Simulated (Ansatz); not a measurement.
Ansatz (a first-principles code) input:

Ansatz 0.2 input:
```yaml
crystal:
  periodic: [false, false, false]
  atoms:
    - {symbol: In, position_ang: [0.00000000, 0.00000000, 0.00000000]}
    - {symbol: Br, position_ang: [-0.00000000, -0.00000000, -2.36845066]}
    - {symbol: Br, position_ang: [0.00000000, 0.00000000, 2.36845066]}
basis:
  gaussian:
    orbitals: def2-TZVPD
hamiltonian:
  xc: {name: r2SCAN}
total_charge: 2
magnetization: {spin_polarized: true, initial_magnetization: 1}
```

Problem. Which total energy does the run end on?

Solution. -5337.70929 Eh (r2SCAN/def2-TZVPD). The basis has 170 functions.

This state (charge 2, doublet) is run at the relaxed geometry of the species with charge 1 and multiplicity 1.
